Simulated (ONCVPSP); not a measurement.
**Varying the ONCV potential for Cd (Z = 48)**

Base potential:

Cd (Z = 48), optimised norm-conserving Vanderbilt (ONCV), made with ONCVPSP 4.0.1 (BLYP, fully relativistic). Core [Ar] 3d10, reference 4s2 4p6 4d10 5s2. Waves: 4s+5s: rc 1.45 bohr, ncon 4, nbas 8, qcut 7 1/bohr, 2 projectors; 4p: rc 1.00 bohr, ncon 4, nbas 8, qcut 8 1/bohr, 3 projectors, debl 3.8 Ha; 4d: rc 1.20 bohr, ncon 4, nbas 8, qcut 7.4 1/bohr, 2 projectors, debl 1.8 Ha. Local part: polynomial inside 0.95 bohr (lpopt 5, dvloc0 0 Ha). Core correction: none.

Open shells are filled in proportion to 2j + 1.

Cutoffs, loose and tight: the cutoffs (Ha) at which the residual kinetic energy of the hardest occupied pseudo-wave falls to 1 and 0.1 mHa per electron. They do not see the model core or the augmentation charge, which bear on the density cutoff. Test errors are all-electron minus pseudo excitation energies from the reference, over the configurations 4s2 4p6 4d10 5s1; 4s2 4p6 4d10 5s0; 4s2 4p6 4d9 5s0; 4s2 4p6 4d10 5s1 5p1. A dash means not determined; rows that change the core or the reference have their own tests.

A true bound ghost makes a file unfit for plane-wave use even where its test errors are small: the radial tests pick states by their node count and pass the ghost by.

| change | outcome | cutoff, loose | cutoff, tight | bound ghosts | GHOST(+) flags above zero | largest test error (meV) |
| --- | --- | --- | --- | --- | --- | --- |
| base | generated | 168 Ha | 208 Ha | none | s, p3/2, p1/2 | -0.5 |
| all radii scaled by about 0.78 (s 1.14, p 0.78, d 0.94 bohr); local potential polynomial inside 0.74 bohr (lpopt 5, dvloc0 0 Ha) | generated | 143 Ha | 332 Ha | p3/2, p1/2 | s, p3/2, p1/2 | +3.7 |
| all radii scaled by about 0.87 (s 1.26, p 0.86, d 1.04 bohr); local potential polynomial inside 0.82 bohr (lpopt 5, dvloc0 0 Ha) | generated | 220 Ha | 271 Ha | p3/2, p1/2 | s, p3/2, p1/2 | +1.6 |
| all radii scaled by about 1.17 (s 1.70, p 1.16, d 1.40 bohr); local potential polynomial inside 1.12 bohr (lpopt 5, dvloc0 0 Ha) | generated | 44 Ha | 142 Ha | none | none | -1.7 |
| all radii scaled by about 1.23 (s 1.78, p 1.22, d 1.48 bohr); local potential polynomial inside 1.16 bohr (lpopt 5, dvloc0 0 Ha) | generated | 31 Ha | 121 Ha | none | d5/2, d3/2 | -1.9 |
| all radii scaled by about 1.30 (s 1.88, p 1.30, d 1.56 bohr); local potential polynomial inside 1.22 bohr (lpopt 5, dvloc0 0 Ha) | generated | 27 Ha | 85 Ha | none | none | -2.0 |

Q: What comes out with this change to the base: all radii scaled by about 1.10 (s 1.60, p 1.10, d 1.32 bohr); local potential polynomial inside 1.04 bohr (lpopt 5, dvloc0 0 Ha)?

A: outcome: generated; cutoff, loose: 87 Ha; cutoff, tight: 165 Ha; bound ghosts: none; GHOST(+) flags above zero: s, d5/2; largest test error (meV): -2.5.

Q: What comes out with this change to the base: all radii scaled by about 0.92 (s 1.34, p 0.92, d 1.10 bohr); local potential polynomial inside 0.88 bohr (lpopt 5, dvloc0 0 Ha)?

A: outcome: generated; cutoff, loose: 204 Ha; cutoff, tight: 246 Ha; bound ghosts: p3/2, p1/2; GHOST(+) flags above zero: s, p3/2; largest test error (meV): +0.7.

Reading the sweep of the scale of all radii (base = 1) (base included, trends over the rows without a ghost): The loose cutoff falls from 168 Ha at 1 to 27 Ha at 1.3. A larger radius leaves more room for a smooth pseudo-wave, so fewer plane waves are needed; a smaller one forces it to follow the all-electron wave where it bends sharply. The median size of the test errors (rows with all tests solved) stays near 0.6 meV. Bound ghosts are found at 0.78, 0.87, 0.92.
